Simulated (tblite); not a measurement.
Isomers of C6H8ClFSi. Computed values, GFN2-xTB/tblite, gas phase, harmonic and unscaled. The method is semi-empirical: single wavenumbers can be off by several per cent or more. Modes of hydrogen on silicon can be 10 to 20 % off. One conformer each.

Electronic energies: GFN2-xTB at the same geometries; isomer energies are rough at this level and their order can be wrong.

```csv
SMILES,"electronic energy, lowest = 0 (kcal/mol)"
C=C1C=C(F)[SiH2][C@H](Cl)C1,0.4
C=C1C=C(F)C[C@H](Cl)[SiH2]1,0.0
C#C[C@@H]1C[SiH2][C@H](Cl)[C@H]1F,13.8
C#C[C@@]1(Cl)[SiH2]CC[C@@H]1F,13.9
```

Question: How do GFN2-xTB zero-point energies change the relative energies?

Answer: 
| SMILES | ZPE (kcal/mol) | of it from modes above 1550 cm⁻¹ | electronic (kcal/mol) | with ZPE, lowest = 0 (kcal/mol) | lowest mode (cm⁻¹) | rings |
| --- | --- | --- | --- | --- | --- | --- |
| C=C1C=C(F)C[C@H](Cl)[SiH2]1 | 74.2 | 37.1 | 0.0 | 0.0 | 43 | 1 |
| C=C1C=C(F)[SiH2][C@H](Cl)C1 | 74.3 | 37.2 | 0.4 | 0.5 | 56 | 1 |
| C#C[C@@H]1C[SiH2][C@H](Cl)[C@H]1F | 73.8 | 35.9 | 13.8 | 13.4 | 50 | 1 |
| C#C[C@@]1(Cl)[SiH2]CC[C@@H]1F | 73.7 | 36.1 | 13.9 | 13.4 | 61 | 1 |

The zero-point energies span 0.6 kcal/mol, from `C#C[C@@]1(Cl)[SiH2]CC[C@@H]1F` to `C=C1C=C(F)[SiH2][C@H](Cl)C1`. The order is unchanged, ties at the printed digit aside.

Question: What do entropy and thermal enthalpy add at 298.15 K and 1 bar (rigid rotor, harmonic oscillator, one conformer each)?

Answer: 
| SMILES | point group | symmetry number | S (cal/(mol K)) | H − H(0) (kcal/mol) | ZPE + H − H(0) − TS (kcal/mol) |
| --- | --- | --- | --- | --- | --- |
| C=C1C=C(F)C[C@H](Cl)[SiH2]1 | C1 | 1 | 97.8 | 6.77 | 51.8 |
| C=C1C=C(F)[SiH2][C@H](Cl)C1 | C1 | 1 | 97.7 | 6.81 | 51.9 |
| C#C[C@@H]1C[SiH2][C@H](Cl)[C@H]1F | C1 | 1 | 99.2 | 6.98 | 51.2 |
| C#C[C@@]1(Cl)[SiH2]CC[C@@H]1F | C1 | 1 | 99.4 | 7.13 | 51.2 |
